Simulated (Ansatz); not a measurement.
Reaction (redistribution): `CC[Si](F)(F)F` + `CS[BH][GeH3]` → `F[Si](F)(F)[GeH3]` + `CCBSC`

Gas-phase electronic energies from Ansatz, PBE0-D4/def2-TZVP geometries. CCSD(T)/CBS is the MP2 limit (def2-TZVPP, def2-QZVPP) plus CCSD(T) − MP2 in def2-TZVPP, frozen cores. DFT in def2-TZVPP. For Ge outer-core shells are correlated without core-valence functions, which leaves a few kJ/mol of doubt a bond. Scalar relativity is left out up to krypton. Each species was taken in one conformer, which may not be the lowest.

`CC[Si](F)(F)F`:

Cartesian coordinates in Å:
```
C 0.172 -0.663 1.254
C 0.694 -0.130 -0.081
Si -0.592 0.690 -1.101
F -1.776 -0.296 -1.454
F -0.010 1.227 -2.467
F -1.235 1.924 -0.351
H 0.973 -1.141 1.822
H -0.617 -1.404 1.107
H -0.239 0.138 1.871
H 1.502 0.593 0.079
H 1.127 -0.938 -0.679
```

`CS[BH][GeH3]`:

```xyz
11

C     2.160   -1.095    0.251
S     0.803   -0.481   -0.777
B    -0.371    0.218    0.309
Ge   -2.077    1.031   -0.504
H     3.081   -0.592   -0.042
H     2.272   -2.167    0.086
H     1.947   -0.901    1.300
H    -0.170    0.215    1.487
H    -2.196    2.520   -0.125
H    -2.122    0.929   -2.039
H    -3.327    0.324    0.054
```

`F[Si](F)(F)[GeH3]`:

Cartesian coordinates in Å:
```
F 1.925 1.211 -0.018
Si 1.124 -0.140 -0.195
F 1.766 -1.192 0.796
F 1.407 -0.657 -1.663
Ge -1.188 0.149 0.206
H -1.388 0.665 1.635
H -1.899 -1.199 0.036
H -1.748 1.163 -0.797
```

`CCBSC`:

Cartesian coordinates in Å:
```
C -2.089 0.422 0.689
C -0.676 0.294 0.132
B 0.127 -0.959 0.619
S 1.771 -1.367 0.111
C 2.255 -0.060 -1.040
H -2.597 1.315 0.317
H -2.078 0.477 1.780
H -2.699 -0.443 0.417
H -0.702 0.288 -0.967
H -0.092 1.193 0.375
H -0.323 -1.754 1.395
H 3.269 -0.276 -1.373
H 2.242 0.912 -0.549
H 1.593 -0.042 -1.906
```

| level | ΔE (kJ/mol) |
| --- | --- |
| B2PLYP | 7.4 |
| r2SCAN | 7.6 |

Q: What does CCSD(T)/CBS give? (Estimate.)

A: The calculation gave: +10.1 kJ/mol. The listed levels differ from it by -2.7, -2.5 kJ/mol.

Largest T1 diagnostic among the species: 0.014.

In def2-TZVPP, CCSD(T) changes the Hartree–Fock value by +3.6 kJ/mol (the triples alone add +0.8 kJ/mol) and MP2 by +4.3 kJ/mol.
